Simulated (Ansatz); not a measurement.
Al(All)(Cl)(H) (C₃H₆AlCl), SMILES C=C[CH2][AlH][Cl].

The structure is a stationary point at B3LYP-D3(BJ)/def2-SVP. The structure was generated by enumeration; whether it is a known compound was not checked. One conformer was computed; it need not be the lowest.

Two levels are set side by side: PBE/def2-SVPD (Ansatz, a first-principles code) and PBE0/def2-SVPD (Ansatz). Energy differences of separate SCF runs at the same geometry; the states with an electron removed or added have multiplicity 2 and 2. Differences are taken from unrounded values.

| quantity | PBE0 | PBE | PBE minus PBE0 |
|---|---|---|---|
| vertical ionisation energy (eV) | 9.11 | 8.97 | -0.14 |
| vertical singlet–triplet gap (eV) | 3.78 | 3.79 | 0.00 |

Here PBE gives about what the other level gives.
